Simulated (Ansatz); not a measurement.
Geometry optimisation, RKS PBE/def2-SVP (Ansatz).

Input file:

```yaml
crystal:
  periodic: [false, false, false]
  atoms:
    - { symbol: Ti, position_ang: [0.0, 0.0, 0.0] }
    - { symbol: "N", position_ang: [0.0, 0.0, 2.41] }
    - { symbol: H, position_ang: [-0.877, -0.2713, 2.94] }
    - { symbol: H, position_ang: [0.877, 0.2713, 2.94] }
    - { symbol: Cl, position_ang: [2.2349, 0.0, -0.7892] }
    - { symbol: Cl, position_ang: [-1.1163, 1.9339, -0.7892] }
    - { symbol: Cl, position_ang: [-1.1163, -1.9339, -0.7892] }
    - { symbol: Br, position_ang: [1.4875, -2.2588, 0.8987] }
    - { symbol: H, position_ang: [0.7332, -1.1134, 2.1801] }
basis:
  gaussian: { orbitals: def2-SVP }
hamiltonian:
  xc: pbe
relax:
  f_tol: 0.15
  max_steps: 25
  restrain:
    - { distance: [0, 7], at: 2.55, k: 30.0 }
    - { distance: [8, 1], at: 1.06, k: 30.0 }
    - { distance: [0, 1], at: 3.26, k: 30.0 }
    - { distance: [8, 7], at: 2.75, k: 30.0 }
```

Launched with:

```bash
$ ansatz run input.yaml --threads 4 --pin off --max-ram 5120MiB --backend cpu --events-out ev --progress --plain --runs-dir out
```

Task: Where does it end, and by what steps?

Result: The forces met the threshold. The restraints hold the end off the free minimum. After 8 steps the energy has fallen by 2.678 eV (the restraints' own energy left out); Cl5 moved furthest, 0.97 Å. Parted: Ti1–N2 (2.41 → 3.25 Å). Joined: N2–H9 (1.35 → 1.04 Å).

```
step  energy less start (eV)  largest force component (eV/Å)  accepted
   0                  0.0000                           2.347       yes
   1                 -0.2614                           3.745       yes
   2                 -0.2667                           3.309       yes
   3                 -0.8573                           2.230       yes
   4                 -1.2162                           6.225       yes
   5                 -1.9619                           1.959       yes
   6                 -2.2746                           1.501       yes
   7                 -2.5561                           0.935       yes
   8                 -2.6776                           0.881       yes
```

```xyz
9
Properties=species:S:1:pos:R:3
Ti 0.326 -0.465 -0.457
N 0.043 -0.105 2.755
H -0.871 -0.003 3.214
H 0.677 0.596 3.160
Cl 1.982 0.188 -1.711
Cl -0.781 1.412 -0.146
Cl -1.065 -1.652 -1.639
Br 1.490 -2.301 0.814
H 0.421 -1.043 3.011
```

The run took 28 s on 4 threads of Arm Neoverse V2, on a shared host, peak memory 0.28 GiB.
